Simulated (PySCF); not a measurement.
**Löwdin shares of the frontier orbitals**

Compound: C4H8ClFSi.
Cartesian coordinates in Å at the GFN2-xTB level; atoms count from 1:
```
atom  x, y, z in Å
C1    -0.6628   -0.9829    1.2503
C2    -0.8276   -0.0987    0.2720
C3    -2.1938    0.3854   -0.1158
Si4    0.6026    0.6487   -0.7058
C5     2.2424   -0.2666   -0.2545
F6     2.5762   -0.0897    1.0577
Cl7    3.5491    0.4265   -1.2503
H8    -1.5001   -1.3868    1.7999
H9     0.3092   -1.3343    1.5518
H10   -2.3893    0.1604   -1.1626
H11   -2.2550    1.4658    0.0014
H12   -2.9658   -0.0788    0.4933
H13    0.8175    2.0582   -0.3772
H14    0.4403    0.4458   -2.1482
H15    2.2526   -1.3449   -0.4338
```

The calculation used PySCF, TDDFT wB97X-D/def2-SVPD, vertical, gas phase, core orbitals frozen in the response.

Kohn–Sham orbitals with the atoms that hold most of them (Löwdin shares over 4%, at most four atoms; ? is withheld):

```json
{"orbital": "HOMO-3", "ε (eV)": "-11.22", "atoms": "Cl7 48%, Si4 10%, C2 10%, C5 6%"}
{"orbital": "HOMO-2", "ε (eV)": "-10.96", "atoms": "Cl7 41%, C2 14%, Si4 12%, C5 6%"}
{"orbital": "HOMO-1", "ε (eV)": "-10.04", "atoms": "?"}
{"orbital": "HOMO", "ε (eV)": "-9.72", "atoms": "C1 36%, C2 34%, C3 8%, Si4 5%"}
{"orbital": "LUMO", "ε (eV)": "?", "atoms": "?"}
{"orbital": "LUMO+1", "ε (eV)": "1.84", "atoms": "Cl7 30%, Si4 20%, C5 14%, C1 7%"}
{"orbital": "LUMO+2", "ε (eV)": "2.07", "atoms": "Si4 25%, C3 20%, H11 9%, H10 7%"}
```

(1) Which atoms hold the HOMO-1, and with what shares?

(2) Which atoms hold the LUMO, and with what shares?

(3) What is the LUMO energy, and the HOMO–LUMO gap?

Answers

(1) Cl7 (bonded to C) 44%; C5 (bonded to Cl, F, Si and H) 17%; Si4 (bonded to 2 C and 2 H) 12%; C2 (bonded to 2 C and Si) 8%. By element: chlorine 44%, carbon 25% or more, silicon 12%.

(2) C1 (bonded to C and 2 H) 33%; C2 (bonded to 2 C and Si) 30%; Si4 (bonded to 2 C and 2 H) 10%; H8 (bonded to C) 6%. By element: carbon 64% or more, silicon 10%, hydrogen 6% or more.

(3) ε(LUMO) = 1.33 eV; the gap is 11.05 eV (0.4060 hartree).

**Question.** How does S1 compare with the orbital gap of 11.05 eV?

**Answer.** S1 is at 6.82 eV (f = 0.0035), 4.23 eV below the gap, made of HOMO-1→LUMO (51%), HOMO-2→LUMO (25%), HOMO-3→LUMO (16%). Its leading pair isn't HOMO and LUMO; the energies of that pair differ by 11.37 eV. 

**Question.** One configuration dominates each of S3 and S4. Which, and how do the shares of the two leading atoms of either orbital change from the occupied to the empty one?

**Answer.** 
- S3 (7.11 eV, f 0.271), HOMO→LUMO (77%): C1 36% → 33%, C2 34% → 30%
- S4 (7.38 eV, f 0.016), HOMO→LUMO+1 (84%): C1 36% → 7%, C2 34% → at most 7%, Cl7 at most 5% → 30%, Si4 5% → 20%

Löwdin shares depend on the basis, the more so with diffuse functions.

One conformer stands for the species.
